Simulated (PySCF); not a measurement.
A structure optimised at PBE0-D3(BJ)/def2-SVP, used in a PySCF frequency run:

```xyz
17

Si     0.2723     3.1173    -0.4912
O     -0.4548     1.6141    -0.4901
Si    -0.1127     0.0775    -0.0818
Cl     0.3198    -1.0022    -1.7829
O     -1.3904    -0.6194     0.6451
Si    -2.6278    -1.7063     0.3741
O      1.1950     0.0649     0.8936
Si     2.4004    -0.9429     1.4567
H      0.3691     3.6360     0.9032
H     -0.5771     4.0227    -1.3112
H      1.6380     3.0245    -1.0850
H     -3.3329    -1.3772    -0.8978
H     -2.0754    -3.0893     0.2973
H     -3.5694    -1.6009     1.5212
H      2.8880    -0.3851     2.7471
H      3.5155    -0.9901     0.4692
H      1.8590    -2.3175     1.6674
```

**Question.** Write its SMILES and formula.

**Answer.** [SiH3]O[Si](Cl)(O[SiH3])O[SiH3], ClH9O3Si4

**Question.** What are its rotational constants (standard atomic weights)?

**Answer.** 0.80348, 0.64914, 0.48811 GHz
